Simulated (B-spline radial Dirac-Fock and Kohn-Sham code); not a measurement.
## Ir⁵⁺ 4d3/2: cross section and angular parameters

System: iridium as Ir⁵⁺ in the configuration [Xe] 4f14 5d4; threshold 384.2 eV (orbital energy of the model). Method: Dirac-Hartree-Slater photoionisation with a Latter tail; cross sections with all multipoles, angular parameters from the dipole term and its interference with E2. Computed with a radial atomic solver.

Input of the calculation (task.json; shells as n, l, electrons):

```json
{"items": [{
  "Z": 77,
  "q": 5,
  "cfg": [[1, 0, 2], [2, 0, 2], [2, 1, 6], [3, 0, 2], [3, 1, 6], [3, 2, 10], [4, 0, 2], [4, 1, 6], [4, 2, 10], [4, 3, 14], [5, 0, 2], [5, 1, 6], [5, 2, 4]],
  "A": 193,
  "rrms": 5.4032,
  "do": "xps",
  "hv": [62.2, 63.5, 68.8, 82.9, 98.4, 118.0, 142.0, 232.0, 345.0, 400, 800, 900.0, 949.0, 1253.6, 1320.0, 1750.0, 1880.0, 1980.0, 2000, 3170.0, 3550.0, 3610.0, 4000, 4020.0, 4560.0, 5414.7, 8047.8, 8240.0, 10200.0, 12000]
}]}
```

Run with: `python xray2_run.py task.json out`

```csv
hν (eV),σ (kb),β,γ,δ
400,144,-0.445,0.184,-0.008
800,224,0.525,0.175,0.051
900,203,0.698,0.150,0.029
949,192,0.765,0.131,0.022
1253.6,135,1.041,0.015,0.005
1320,124,1.079,-0.003,0.005
1750,76.3,1.241,-0.050,0.011
1880,66.5,1.270,-0.045,0.014
1980,?,?,?,?
2000,58.7,1.293,-0.036,0.017
3170,21.0,1.382,0.184,0.042
3550,15.8,1.386,0.276,0.049
3610,15.2,1.386,0.290,0.050
4000,11.7,1.384,0.385,0.057
4020,11.5,1.384,0.390,0.057
4560,8.24,1.375,0.519,0.067
5414.7,5.13,1.352,0.712,0.081
8047.8,1.60,1.263,1.206,0.125
8240,1.49,1.256,1.236,0.128
10200,0.766,1.190,1.519,0.161
12000,0.453,1.134,1.736,0.191
```

Problem. Give the values at 1980 eV.

Solution. σ = 60.0 kb, β = 1.289, γ = -0.038, δ = 0.016.
